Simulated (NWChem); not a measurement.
PbHBr, singlet; SMILES [Br][PbH]

Computed with NWChem. Medium grid unless said otherwise, to which SCAN and Minnesota functionals are sensitive. Low-valent species are run as closed-shell singlets; no triplet was tried in these runs. Geometry: optimised at PBE0/def2-SVP. def2 effective core potentials on Pb; no spin-orbit coupling.

**Question.** Order these by “orbital gap (eV)”, lowest first: LDA (Slater exchange, VWN5)/def2-TZVP; B3LYP/def2-TZVP; r2SCAN0/def2-TZVP; LRC-wPBEh/def2-TZVP; CAM-B3LYP/def2-TZVP.

**Answer.** LDA (Slater exchange, VWN5)/def2-TZVP (2.06), B3LYP/def2-TZVP (3.50), r2SCAN0/def2-TZVP (4.21), CAM-B3LYP/def2-TZVP (6.03), LRC-wPBEh/def2-TZVP (7.32)
